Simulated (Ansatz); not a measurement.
**FHO2Se: structure from calculated spectroscopic constants**

These gas-phase data were calculated for one isomer of FHO2Se at B3LYP/6-31G* (harmonic, unscaled wavenumbers; equilibrium rotational constants with average atomic masses):

| Property | Result |
| --- | --- |
| rotational constants | 6.317, 5.991, 4.021 GHz |
| all wavenumbers above 1500 cm⁻¹ | 3647 |
| dipole moment | 1.73 D (PBE0/def2-TZVPD) |

Candidates:

(1) `O=[SeH](=O)F`, a singlet
(2) `O=[Se@](O)F`, a singlet

Problem. Which candidate do the data belong to?

Solution. Candidate (2). The band at 3647 cm⁻¹ lies where the O–H stretch is expected; (1) has no mode between 3300 and 4000 cm⁻¹.

The same quantities for all candidates:

|  | rotational constants (GHz) | wavenumbers above 1500 cm⁻¹ | dipole (D) | E above the lowest, B3LYP/6-31G* (kcal/mol) |
| --- | --- | --- | --- | --- |
| (1) | 6.918, 6.83, 3.893 | 2285 | 2.96 | 52.9 |
| (2) | 6.317, 5.991, 4.021 | 3647 | 1.73 | 0.0 |

Harmonic stretches to hydrogen usually lie a few per cent above observed fundamentals. Each candidate is one conformer. Programs: Ansatz 0.2.0.
